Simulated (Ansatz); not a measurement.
`C=C[SiH2]Cl` + `BN` → `BN[SiH2]Cl` + `C=C` at 700 K and 1 bar (ligand exchange at the Si–C bond).

Computed with Ansatz on PBE0-D4/def2-TZVP structures; ΔE is electronic, products minus reactants. CCSD(T)/CBS adds triple-zeta CCSD(T) − MP2 to the extrapolated MP2 energy (def2 sets, frozen cores). This one scheme is used for every species. One conformer a species, not always the lowest.

```
      species  CCSD(T)/CBS energy (Eh)  H − E (kJ/mol)  S (J/(mol·K))
`C=C[SiH2]Cl`               -827.99751           225.8          417.4
         `BN`                -81.93499           163.7          282.2
 `BN[SiH2]Cl`               -831.46864           218.7          424.7
        `C=C`                -78.48111           168.9          268.4
```

H − E and S are ideal-gas, rigid-rotor, harmonic terms from PBE0-D4/def2-TZVP, for one conformer and one mirror image of each species. 1 Eh = 2625.50 kJ/mol, R = 8.31446 J/(mol·K).

By hand: ΔE, ΔH, ΔS and ΔG.

ΔE = (-831.46864) + (-78.48111) − (-827.99751) − (-81.93499) = -0.01725 Eh = -45.3 kJ/mol. Δ(H − E) = 218.7 + 168.9 − 225.8 − 163.7 = -1.9, so ΔH = -47.2 kJ/mol. ΔS = 424.7 + 268.4 − 417.4 − 282.2 = -6.5 J/(mol·K). ΔG = -47.2 − 700 × (-6.5)/1000 = -42.7 kJ/mol.

By hand: the equilibrium constant, and the temperature at which ΔG would vanish if ΔH and ΔS stayed fixed.

log₁₀ K = −ΔG/(RT ln 10) = 3.2. ΔG = 0 at ΔH/ΔS = 7262 K, far beyond where these terms or the molecules hold.

The number of gas molecules stays the same, so ΔS is small and ΔH decides. A doubt of 5 kJ/mol in ΔE shifts log₁₀ K by 0.4 here. Other conformers and mirror images would add mixing entropy, several J/(mol·K) or more a flexible species. Modes under 60 cm⁻¹, often nearly free rotors, make the harmonic entropy too high. These are equilibria of isolated gas molecules and say nothing of rates. Largest T1 diagnostic: 0.012 (customary marks: 0.02 for closed shells, 0.045 for open ones).
